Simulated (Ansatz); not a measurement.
Reaction (formal exchange of groups at the Se–C bond): `[SiH3]C[SeH]` + `CC(C)=N` → `CC(=N)C[SeH]` + `C[SiH3]`

Gas-phase electronic energies from Ansatz, PBE0-D4/def2-TZVP geometries. CCSD(T)/CBS adds triple-zeta CCSD(T) − MP2 to the extrapolated MP2 energy (def2 sets, frozen cores). This one scheme is used for every species. Functionals use def2-TZVPP. B3LYP here is the variant with VWN-RPA as its local correlation; programs differ in this. For Se outer-core shells are correlated without core-valence functions, which leaves a few kJ/mol of doubt a bond. Scalar relativity is left out up to krypton. Each species was taken in one conformer, which may not be the lowest.

| species | B3LYP energy (Eh) |
| --- | --- |
| `[SiH3]C[SeH]` | -2732.84085 |
| `CC(C)=N` | -173.35095 |
| `CC(=N)C[SeH]` | -2574.93083 |
| `C[SiH3]` | -331.26205 |

Question: Work out ΔE.

Answer: ΔE = (-2574.93083) + (-331.26205) − (-2732.84085) − (-173.35095) = -0.00108 Eh = -0.03 eV. CCSD(T)/CBS gives -0.03 eV.

Question: What do rigid-rotor, harmonic-oscillator terms from PBE0-D4/def2-TZVP frequencies (298.15 K, 1 bar) make of the CCSD(T)/CBS value? (Estimate.)

Answer: Computed: ΔZPE = -0.01 eV, ΔH = -0.04 eV, ΔS = -11 J/(mol·K), ΔG = 0.00 eV.

Largest T1 diagnostic among the species: 0.011.

Leaving LDA and LC-ωPBE aside and taking each functional with its dispersion term where it has one, the values, not all of them listed here, spread over 0.03 eV, from BLYP-D4 to BHLYP-D4. In def2-TZVPP, CCSD(T) changes the Hartree–Fock value by −0.04 eV (the triples alone add −0.01 eV) and MP2 by −0.05 eV.
